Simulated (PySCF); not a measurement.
**Levels of Ta⁴²⁺ from EOM-EA-GCCSD**

Reference: closed-shell Ta⁴³⁺, [Ar] 3d10 4s2; one electron is added. Calculated with PySCF 2.14, two-component X2C-1e with screened spin-orbit coupling, an even-tempered Gaussian basis (18 s from 2.3 bohr⁻², ratio 2.6; 15 p from 3 bohr⁻², ratio 2.6; 10 d from 3 bohr⁻², ratio 2.6; 6 f from 3.1 bohr⁻², ratio 2.8); frozen [Ar]; the 92 highest virtual spinors dropped; of the others 68 kept and the rest restored at second order. No Breit or QED terms. Binding energies in eV.

```csv
level,Koopmans,second order,EOM-CCSD
4p1/2,2112.3,2113.9,2113.7
4p3/2,2020.1,2022.0,2022.0
```

For comparison, the ionisation energy of Ta⁴²⁺ is 2113 ± 4 eV (theoretical estimate listed by NIST; NIST Atomic Spectra Database, ionization energies).
